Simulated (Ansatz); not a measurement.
Gas-phase electronic energies from Ansatz, PBE0-D4/def2-TZVP geometries. CBS: MP2 limit from def2 TZ/QZ plus the TZ coupled-cluster correction, frozen cores. One conformer a species, not always the lowest.

Consider the isomerisation: `O[SiH]1CB(F)C1` → `OC1[SiH2]CB1F`.

| species | HF/CBS(def2) energy (Eh) |
| --- | --- |
| `O[SiH]1CB(F)C1` | -567.41589 |
| `OC1[SiH2]CB1F` | -567.33169 |

Work out ΔE.

ΔE = (-567.33169) − (-567.41589) = 0.08420 Eh = +221.1 kJ/mol. CCSD(T)/CBS gives +215.1 kJ/mol.

Largest T1 diagnostic among the species: 0.013.

From PBE to PBE0 (25 % exact exchange), in def2-TZVPP and without D4, ΔE moves by +8.7 kJ/mol.
